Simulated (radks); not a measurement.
The numbers below are computed, except where a source is named.
Spherical quantum dot in the effective-mass picture: electrons in a parabolic well V = omega^2 r^2 / 2 with omega = 1.35, all in effective atomic units (hartree* = m*/eps^2 hartree, bohr* = eps/m* bohr), one dielectric constant everywhere. Level of theory: non-relativistic Kohn-Sham, PBEsol, spin-polarised, spherical densities (a radial shooting solver with Libxc functionals). Levels are named by radial order and angular momentum (1s, 1p, 1d, 2s, ...), and open shells are averaged over m. Results are scaled to m* = 0.61 and eps = 9.4, for which hartree* = 187.9 meV and bohr* = 0.8155 nm.

N = 38, configuration 1s2 1p6 1d10 2s2 1f14 2p(up 3, down 1). This is the lowest configuration that the search found. Occupied and some empty levels:

| level | occupation | eigenvalue (meV) | <r> (nm) |
|---|---|---|---|
| 1s up | 1 | 3671.0 | 1.296 |
| 1s down | 1 | 3676.9 | 1.314 |
| 1p up | 3 | 3767.0 | 1.612 |
| 1p down | 3 | 3770.4 | 1.620 |
| 1d up | 5 | 3876.9 | 1.831 |
| 1d down | 5 | 3879.1 | 1.832 |
| 2s up | 1 | 3903.7 | 1.574 |
| 2s down | 1 | 3909.8 | 1.559 |
| 1f up | 7 | 3999.2 | 2.000 |
| 1f down | 7 | 4001.4 | 1.997 |
| 2p up | 3 | 4041.4 | 1.746 |
| 2p down | 1 | 4048.3 | 1.748 |
| 1g up | 0 | 4133.1 | 2.138 |
| 1g down | 0 | 4135.6 | 2.135 |
| 2d up | 0 | 4189.4 | 1.909 |
| 2d down | 0 | 4194.8 | 1.917 |
| 3s up | 0 | 4212.7 | 1.773 |
| 3s down | 0 | 4216.8 | 1.773 |

Energy (meV): total 95148.8, kinetic 9336.3, external 34911, Hartree 54773, exchange-correlation -3871.8.
